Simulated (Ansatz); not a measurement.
Basis-set extrapolation for `OBC=S` (PBE0-D4/def2-TZVP geometry, frozen core, Ansatz 0.2.0). Multiplicity 1, RHF reference.

|  | def2-TZVPP | def2-QZVPP |
| --- | --- | --- |
| HF | -536.783647 | -536.801365 |
| MP2 correlation | -0.662418 | -0.713198 |
| CCSD(T) correlation | -0.725534 | not run |

Energies in hartree. Use E(X) = E(∞) + A·exp(−7.88·√X) for Hartree–Fock and E(X) = E(∞) + B·X^(−2.97) for correlation, with X = 3 and 4, and add CCSD(T) minus MP2 of the smaller set to the MP2 limit.

**Question.** What is the CCSD(T) energy at the basis-set limit?

**Answer.** HF limit: -536.801365 + (-0.017718) × 0.13774 = -536.80381. MP2 limit: -0.713198 + (-0.050780) × 0.74074 = -0.75081. Higher-order term: -0.725534 − (-0.662418) = -0.06312. Total: -537.61774 hartree, 285.0 kJ/mol below CCSD(T)/def2-TZVPP.
